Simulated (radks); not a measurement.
Results of a calculation; reference values are marked as such.
Numerical settings for the copper ion Cu26+, [He] 2s1. Code: a radial shooting solver on a logarithmic mesh with Libxc functionals. Model: scalar-relativistic Kohn-Sham, PBE, spin-unpolarised, spherical densities, finite nucleus; Fermi nuclear charge, rms radius 3.8823 fm; without spin polarisation the odd electron is poorly described. The defaults (mesh step 0.008 in ln r, mesh end at 40 bohr or more with all orbitals vanishing there, Anderson mixing 0.5 over 9 steps, residual threshold near 1e-9 with the energy settled to 1e-9 hartree or 1e-11 of itself, here a cap of 90 iterations) give E = -926.9654 hartree and 2s at -2535.0 eV in 13 iterations. Run on one thread of a shared host, so times are rough (Arm Neoverse V1): 0.03 s of CPU time, 0.03 s wall, 13 iterations on 2189 mesh points. Changes against that run (0 stands for a change within the tolerance of the run):

| setting | iterations | converged | E (mhartree) | e(2s) (meV) | CPU (s) |
|---|---|---|---|---|---|
| mesh step in ln r 0.005 | 15 | yes | 0 | 0 | 0.05 |
| mesh step in ln r 0.05 | 13 | yes | +0.00172 | +0.0639 | 0.01 |
| mesh step in ln r 0.08 | 15 | yes | +0.0184 | +0.827 | 0.01 |
| mesh end (bohr) 8 | 13 | yes | 0 | 0 | 0.03 |
| mesh end (bohr) 3 | 13 | yes | 0 | 0 | 0.03 |
| residual threshold 0.01 | 7 | yes | 0 | +0.161 | 0.02 |
| residual threshold 1e-13 | 90 | no | 0 | 0 | 0.15 |
| mixing 0.05 | 17 | yes | 0 | 0 | 0.04 |
| linear mixing, mixing 0.2 | 90 | no | 0 | 0 | 0.16 |
| linear mixing, mixing 0.8 | 90 | no | 0 | 0 | 0.13 |
| mixing history 3 | 19 | yes | 0 | 0 | 0.04 |
| iteration cap 5 | 5 | no | 0 | +1.49 | 0.01 |

No run marked as converged misses the energy by more than 1 mhartree. A mesh that ends early acts as a hard wall.
